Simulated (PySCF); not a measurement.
## What settings do to a single point of [Gd(H2O)]3+

The sound run of [Gd(H2O)]3+ (singlet in the valence; each metal's 4f electrons, 7 of them, lie in its core potential, out of spins and levels) uses PySCF 2.14.0, RKS PBE0, Gd lcecp-1-SVP with ECP53, O def2-SVP, H def2-SVP; non-relativistic Hamiltonian with scalar-relativistic core potentials where named; density fitting; no spin-orbit coupling, grid (50, 194), threshold 1e-8 Eh and 55 cycles, at the relaxed geometry:

```xyz
4

Gd    0.0000    0.0000   -0.0753
O     0.0000    0.0000    2.1248
H     0.7796    0.0000    2.7543
H    -0.7796    0.0000    2.7543
```

There Gd1 has a Mulliken charge of 2.56 e and the dipole about the centre of mass is 3.15 D. Each run below changes one thing and starts from free metal ions and neutral atoms unless it says otherwise; with 55 cycles, smearing, a level shift and second-order steps follow where DIIS fails, and their cycles count. Energy shifts count from the sound run. On f atoms grids over 110 angular points are at least (60, 302).

```
                                                       change    outcome  cycles  energy shift (eV)  largest force component (eV/Å)  charge on Gd1 (e)  dipole about the centre of mass (D)
start from a density of up to 30 smeared cycles (not counted)  converged       6             0.0000                            0.00               2.56                                 3.15
                       H3 put 0.5 Å from Gd1, limit 70 cycles  converged      15             136.20                          590.50               3.79                                 1.71
                                              threshold 0.001  converged       7             0.0008                            0.07               2.56                                 3.12
             charge changed by -3, spin kept, limit 75 cycles    refused       –                  –                               –                  –                                    –
```

How does the run with this change end: grid (30, 86)?

outcome converged, cycles 11, energy shift (eV) 0.0375, largest force component (eV/Å) 0.17, charge on Gd1 (e) 2.56, dipole about the centre of mass (D) 3.14.

Unsound on purpose, so not properties of the compound: H3 put 0.5 Å from Gd1, limit 70 cycles.

Forces carry noise of the integration grid, about 0.01 to 0.03 eV/Å.

An lcecp potential fixes the number of 4f electrons, so in runs with it no electron can move into or out of that shell.
